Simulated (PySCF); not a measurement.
Can point charges reproduce the dipole moment of `C=C[P@@]1(=N)CC[C@H]1C`?

Coordinates (GFN2-xTB, Å) and charges (e) from the PBE0/pcSseg-1 density (PySCF):

```tsv
atom	x	y	z	Mulliken	IAO	Hirshfeld	ESP-fitted
C1	2.581	1.218	-0.465	-0.0717	-0.2559	-0.0644	-0.3093
C2	1.579	0.676	0.204	-0.4161	-0.4004	-0.0938	-0.2102
P3	0.528	-0.541	-0.597	+0.7530	+1.3035	+0.3859	+0.6033
N4	1.128	-0.875	-1.993	-0.6217	-0.9713	-0.4015	-0.8784
C5	0.032	-1.736	0.769	-0.3972	-0.5241	-0.1234	-0.3237
C6	-1.179	-0.857	1.123	-0.1492	-0.2669	-0.0764	-0.1744
C7	-1.252	-0.052	-0.189	-0.5315	-0.3441	-0.0661	+0.1287
C8	-1.651	1.407	-0.103	-0.1790	-0.4176	-0.1222	-0.5243
H9	2.757	0.915	-1.484	+0.1541	+0.1793	+0.0476	+0.2038
H10	3.244	1.953	-0.036	+0.1203	+0.1562	+0.0555	+0.1611
H11	1.347	0.928	1.232	+0.1291	+0.1520	+0.0487	+0.1578
H12	0.599	-1.549	-2.529	+0.1696	+0.2460	+0.0881	+0.3457
H13	-0.266	-2.693	0.337	+0.1456	+0.1510	+0.0427	+0.1132
H14	0.740	-1.926	1.574	+0.1477	+0.1493	+0.0395	+0.1060
H15	-0.954	-0.200	1.962	+0.1179	+0.1325	+0.0383	+0.0804
H16	-2.086	-1.415	1.357	+0.1357	+0.1426	+0.0411	+0.0746
H17	-1.899	-0.566	-0.911	+0.1421	+0.1405	+0.0400	+0.0405
H18	-1.048	1.934	0.635	+0.1063	+0.1360	+0.0351	+0.1257
H19	-1.507	1.891	-1.068	+0.1261	+0.1498	+0.0439	+0.1421
H20	-2.699	1.500	0.178	+0.1192	+0.1418	+0.0413	+0.1374
```

**Question.** What dipole does each set of charges give (1 e·Å = 4.803 D), and what does the density give?

**Answer.** The full density gives (-1.79, 0.30, 2.21) D, 2.86 D in size; dipole vectors point from the negative to the positive end.

```tsv
scheme	μx	μy	μz	size (D)	share of the full size (%)	angle to the full dipole (°)
Mulliken	-0.71	1.17	1.93	2.37	83	30
IAO	-1.44	0.57	2.19	2.68	94	8
Hirshfeld	-0.76	0.51	1.65	1.88	66	17
ESP-fitted	-1.81	0.32	2.24	2.90	102	0
```

**Question.** Which set comes closest?

**Answer.** Length of the difference vector: ESP-fitted 0.05 D, IAO 0.44 D, Hirshfeld 1.19 D, Mulliken 1.41 D. Closest: ESP-fitted. ESP charges are fitted to the potential around the molecule, whose slowest-falling term is the dipole's. The schemes that divide the density aren't constrained to reproduce the dipole.

**Question.** What is left for the Hirshfeld atoms' own dipoles?

**Answer.** The shares of the density sum to the whole, so what Σ q r misses lies in dipoles about the nuclei. The atomic dipoles sum to (-1.79, 0.30, 2.21) − (-0.76, 0.51, 1.65) = (-1.03, -0.21, 0.56) D, 1.19 D in size.

**Question.** With the origin at the mean of the coordinates, (0.000, 0.001, 0.000) Å, which are the largest single terms, by size, of the IAO dipole along the direction of the full one?

**Answer.** N4 +10.91, P3 -5.32, H12 -2.95, H9 -2.39, C1 +2.27 D; all 20 atoms together +2.65 D. The single terms depend on the origin, their sum doesn't.

**Question.** Give the size of the full dipole in other units.

**Answer.** 2.86 D = 1.124 au = 0.595 e·Å = 9.53 × 10⁻³⁰ C·m.

One conformer (not necessarily the lowest) at the GFN2-xTB geometry, without solvent, vibrations or thermal averaging.

The values belong to the conformer `[CH2:1]=[CH:2][P@@:3]1(=[NH:4])[CH2:5][CH2:6][C@H:7]1[CH3:8]`: C1–C2–P3–N4 7°.
